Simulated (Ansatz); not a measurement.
Ansatz (a first-principles code) input (RI-MP2/def2-QZVPPD):
A basis named .json is the Basis Set Exchange file of that set.

Ansatz 0.2 input:
```yaml
crystal:
  periodic: [false, false, false]
  atoms:
    - {symbol: Al, position_ang: [-0.00000000, -0.00000000, -1.10003188]}
    - {symbol: O, position_ang: [-0.00000000, -0.00000000, -2.80814738]}
    - {symbol: Br, position_ang: [0.00000000, 0.00000000, 1.05044553]}
basis:
  gaussian:
    orbitals: def2-QZVPPD.json
    fitting: {mean_field: def2-universal-jkfit, correlation: def2-QZVPPD-RIFIT.json}
total_charge: 1
magnetization: {spin_polarized: true, initial_magnetization: 1}
correlation: {method: mp2, electrons: outside_noble_gas}
```

End of the output:

```
integrals: 0.28 GiB planned
471 factors; integrals over basis functions are off by at most 1.3e0 eV
654 factors; integrals over basis functions are off by at most 1.3e1 eV
mean field: 0.88 GiB planned
mean field evaluation 1: about -78596.1744 eV, gradient 5.8e1 eV
mean field evaluation 2: about -78491.8378 eV, gradient 1.3e2 eV
mean field evaluation 4: about -78610.3223 eV, gradient 4.5e0 eV
mean field evaluation 8: about -78610.4582 eV, gradient 1.3e0 eV
mean field evaluation 16: about -78615.1416 eV, gradient 2.5e-6 eV
mean field evaluation 32: about -78615.1158 eV, gradient 1.6e0 eV
mean field evaluation 64: about -78615.1213 eV, gradient 5.0e-1 eV
mean field -78615.14160332 eV, -2889.0531666652 hartree, gradient 2.5e-6 eV, S^2 0.758577; 7 other end points of the search recorded, 0 dependent functions left out
20 core orbitals not correlated
reference -78615.14160332 eV, -2889.0531666652 hartree; 8, 7 occupied and 212, 213 virtual orbitals, 654 factors
second order -11.60560589 eV of doubles, -0.00000000 eV of singles
Total energy: -78626.74720921 eV, -2889.4796648149 hartree
```
